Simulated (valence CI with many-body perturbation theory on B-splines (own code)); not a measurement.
Results of a calculation; reference values are marked as such.
Sensitivity of CI+MBPT for W69+

Level of theory: configuration interaction combined with many-body perturbation theory (CI+MBPT): three valence electrons over a frozen Dirac-Fock core [He], radial functions for each j: 6 s, 6 p, 5 d, 3 f, 1 g, with the one-electron correlation potential Σ1 (screened to all orders), the two-electron term Σ2, the three-electron term Σ3, Breit, model QED; selected single and double excitations, second order for the rest, scaled by the run's own slope (own B-spline code, finite nucleus).

The last digits are not significant, and no measured levels were compared; by estimate large intervals hold to a few tenths of a per cent, small ones and those within an open d or f shell to about a per cent.

The reference run has the lowest level (2s^2 2p1/2) J=1/2 and an ionisation energy of 18822.5 eV. Its largest variational space holds 3408 state functions.

Levels are named by their leading jj configuration (3d3/2^4 stands for four electrons in 3d with j = 3/2), which in mixed levels can hold well under half, so a name can repeat and another be missing. Letters in brackets count levels of one name in rising energy.

Changed runs:
A. Davidson tolerance 2e-05 → 0.001; hole-hole ladder in Σ2 on → off
B. highest l in the core sums 6 → 5
C. size limit of the variational space 10000 → 3000; second order for the rest on → off
D. start configuration 2s2 2p1 → 2s2 2p2 (bad on purpose)

Excitation energies of the reference run in cm⁻¹, and shifts in cm⁻¹:

| Level | Reference | A | B | C |
| --- | --- | --- | --- | --- |
| (2s 2p1/2^2) J=1/2 | 2187570 | -142 | -6.4 | 0 |
| (2s^2 2p3/2) J=3/2 | 11798900 | -23 | +2.0 | 0 |
| (2s 2p1/2 2p3/2) J=3/2 [a] | 13340100 | -209 | -4.3 | 0 |
| (2s 2p1/2 2p3/2) J=5/2 | 13668600 | -209 | -4.3 | +0.1 |
| (2s 2p1/2 2p3/2) J=1/2 | 14256000 | -208 | -4.3 | +0.2 |
| (2s 2p1/2 2p3/2) J=3/2 [b] | 14272500 | -209 | -4.3 | +0.2 |
| (2p1/2^2 2p3/2) J=3/2 | 16541400 | -113 | -11 | +0.2 |
| (2s 2p3/2^2) J=5/2 | 25282400 | -209 | -2.2 | +0.1 |
| (2s 2p3/2^2) J=1/2 | 26166500 | -97 | -2.2 | 0 |
| (2s 2p3/2^2) J=3/2 | 26171700 | -209 | -2.2 | +0.3 |
| (2p1/2 2p3/2^2) J=3/2 | 27940000 | -209 | -8.6 | +0.1 |
| (2p1/2 2p3/2^2) J=5/2 | 28122900 | -209 | -8.6 | +0.3 |
| Ionisation energy (eV) | 18822.5 | -0.0036 | +0.001 | 0 |

Run D: It gave no result: the electrons of core and valence do not add up to the charge. The program said: "core and valence hold 6 electrons, the ion has 5".
